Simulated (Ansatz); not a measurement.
Computed with Ansatz on PBE0-D4/def2-TZVP structures; ΔE is electronic, products minus reactants. CCSD(T)/CBS adds triple-zeta CCSD(T) − MP2 to the extrapolated MP2 energy (def2 sets, frozen cores). This one scheme is used for every species, atoms too. DFT in def2-TZVPP. HSE06 is defined as in plane-wave codes. Open shells (•) are unrestricted, without spin–orbit coupling. Spin–orbit coupling would lower the free atoms: a little for Cl, S; strongly for Sn. Elements past krypton have def2 core potentials. Bonds to Sn are less sure, by a few kJ/mol each and by 10 to 20 or more in all where they break to atoms, as the def2 sets lack core-valence functions. Each species was taken in one conformer, which may not be the lowest.

Consider the atomization: `[SH][SnH2][Cl]` → Cl• + 3 H• + S• + Sn•.

```
             level  ΔE (kJ/mol)  difference from CCSD(T)/CBS
       LDA (SPW92)       1725.9                        199.3
          BHLYP-D4       1460.3                        -66.3
      CAM-B3LYP-D4       1491.9                        -34.7
           ωB97M-V       1515.2                        -11.4
          PBE-QIDH       1485.5                        -41.1
            revPBE       1434.3                        -92.3
            r2SCAN       1508.4                        -18.2
           r2SCAN0       1484.3                        -42.3
             HSE06       1479.8                        -46.8
             BHLYP       1437.7                        -88.9
           LC-ωPBE       1470.6                        -56.0
    MP2/def2-TZVPP       1459.3                        -67.3
SCS-MP2/def2-TZVPP       1460.0                        -66.6
   CCSD/def2-TZVPP       1439.4                        -87.2
     HF/def2-QZVPP       1059.6                       -467.0
      HF/CBS(def2)       1060.2                       -466.4
       CCSD(T)/CBS       1526.6                            0
```

Largest T1 diagnostic among the species: 0.012.

The D4 term adds +24.1 kJ/mol with B3LYP and +12.6 kJ/mol with PBE0; it sums over pairs of atoms, weighted by their polarisabilities, and B3LYP, whose exchange is more repulsive, gets the larger term. Leaving LDA and LC-ωPBE aside and taking each functional with its dispersion term where it has one, the values, not all of them listed here, spread over 98.6 kJ/mol, from BHLYP-D4 to B97M-V. LDA lies +233.7 kJ/mol from PBE without D4, its usual overbinding. From r2SCAN to r2SCAN0 (25 % exact exchange), in def2-TZVPP and without D4, ΔE moves by −24.1 kJ/mol: exact exchange takes away binding that semilocal exchange gives to molecules.

B3LYP here is the variant with VWN-RPA as its local correlation; programs differ in this.

For atomizations the MP2-based limit and the directly extrapolated one differ by several kJ/mol either way, and by 10 to 25 for some Ge, Se and Sn compounds, so smaller differences from it don't rank the levels.
